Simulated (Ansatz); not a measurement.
`O[SiH2]F` + `BN[SiH3]` → `BN([SiH3])[SiH2]F` + H₂O  (ligand exchange at the Si–O bond)

Calculated with Ansatz (gas phase, PBE0-D4/def2-TZVP geometries, no zero-point term in ΔE). CCSD(T)/CBS adds triple-zeta CCSD(T) − MP2 to the extrapolated MP2 energy (def2 sets, frozen cores). This one scheme is used for every species. DFT in def2-TZVPP. B3LYP here is the variant with VWN-RPA as its local correlation; programs differ in this. One conformer a species, not always the lowest.

| species | B3LYP-D4 energy (Eh) |
| --- | --- |
| `O[SiH2]F` | -466.59584 |
| `BN[SiH3]` | -372.83120 |
| `BN([SiH3])[SiH2]F` | -762.93907 |
| H₂O | -76.46698 |

Question: Work out ΔE.

Answer: ΔE = (-762.93907) + (-76.46698) − (-466.59584) − (-372.83120) = 0.02099 Eh = +55.1 kJ/mol. CCSD(T)/CBS gives +49.0 kJ/mol.

Largest T1 diagnostic among the species: 0.012.

The D4 term adds −11.9 kJ/mol with B3LYP and −6.6 kJ/mol with PBE0; it sums over pairs of atoms, weighted by their polarisabilities, and B3LYP, whose exchange is more repulsive, gets the larger term. In def2-TZVPP, CCSD(T) changes the Hartree–Fock value by −16.2 kJ/mol (the triples alone add −2.3 kJ/mol) and MP2 by −17.3 kJ/mol.
